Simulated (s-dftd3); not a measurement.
pinacolborane (C6H13BO2), singlet, at a GFN2-xTB geometry; D3(bj) for b3lyp in s-dftd3.

The s-dftd3 input:
```
$ s-dftd3 mol.xyz --bj b3lyp --json dftd3.json --noedisp --grad

# file mol.xyz
22

C     -1.77504489    -0.15419211     0.95810353
C     -0.76840575    -0.13730342    -0.19880335
C     -1.15823124    -1.21383039    -1.21017274
O     -0.86942477     1.14841393    -0.81692468
B      0.21679455     1.88224231    -0.47765229
O      1.13781395     1.18178064     0.22559658
C      0.73092190    -0.18813684     0.28138958
C      0.93589637    -0.71651378     1.70003172
C      1.64641146    -0.96262237    -0.67469209
H     -2.76727097     0.03377745     0.55440757
H     -1.54858855     0.63559343     1.66969349
H     -1.77551462    -1.11521817     1.46352174
H     -2.20548957    -1.08539787    -1.47234630
H     -0.57277491    -1.13035295    -2.12003870
H     -1.02218357    -2.20221407    -0.77984665
H      0.34570089     3.00142624    -0.76166501
H      0.43205319    -0.09141387     2.43008365
H      1.99904572    -0.70697816     1.92719343
H      0.56858196    -1.73602217     1.77924377
H      1.55575249    -0.57339505    -1.68547743
H      2.67628670    -0.82371634    -0.35394660
H      1.41402789    -2.02326310    -0.66707659
```

The log (banner, timings and long lists left out):

```
-----------------------------------
 s i m p l e   D F T - D 3  v1.4.0
-----------------------------------

Rational (Becke-Johnson) damping: b3lyp-D3(BJ)
---------------------
  s6         1.0000
  s8         1.9889
  s9         0.0000
  a1         0.3981
  a2         4.4211
 alp        14.0000
--------------------

Dispersion energy:      -3.6663267118908E-02 Eh

Gradient norm:           2.8894886683685E-03 Eh/a0
--------------------------------------------------
     #    Z           dE/dx      dE/dy      dE/dz
--------------------------------------------------
     1    6 C    -7.762E-04  2.629E-05  3.605E-04
     2    6 C    -4.188E-04  9.874E-05 -1.455E-04
     3    6 C    -5.476E-04 -4.436E-04 -5.832E-04
     4    8 O    -2.352E-04  5.265E-04 -2.594E-04
     5    5 B     1.284E-04  1.115E-03 -2.829E-04
     6    8 O     3.560E-04  5.225E-04 -6.796E-06
     7    6 C     4.375E-04  6.348E-05  1.043E-04
     8    6 C     4.709E-04 -2.220E-04  7.522E-04
     9    6 C     7.432E-04 -3.132E-04 -2.877E-04
    10    1 H    -3.846E-04  3.381E-05  1.371E-04
    11    1 H    -3.568E-04  1.170E-04  3.169E-04
    12    1 H    -3.548E-04 -1.259E-04  2.803E-04
    13    1 H    -2.597E-04 -1.654E-04 -2.516E-04
    14    1 H    -1.514E-04 -2.145E-04 -3.955E-04
    15    1 H    -2.328E-04 -3.915E-04 -2.352E-04
    16    1 H     3.617E-05  3.141E-04 -7.970E-05
    17    1 H     1.233E-04 -2.966E-05  4.574E-04
    18    1 H     2.316E-04 -7.857E-05  3.135E-04
    19    1 H     1.561E-04 -2.741E-04  4.041E-04
    20    1 H     3.559E-04 -1.254E-04 -3.148E-04
    21    1 H     3.749E-04 -1.178E-04 -1.158E-04
    22    1 H     3.040E-04 -3.156E-04 -1.683E-04
--------------------------------------------------

Virial:
--------------------------------------------------
      component           x          y          z
--------------------------------------------------
          x       2.023E-02 -4.626E-04  4.784E-04
          y      -4.626E-04  1.526E-02  1.816E-04
          z       4.784E-04  1.816E-04  1.609E-02
--------------------------------------------------

[Info] JSON dump of results written to 'dftd3.json'
```
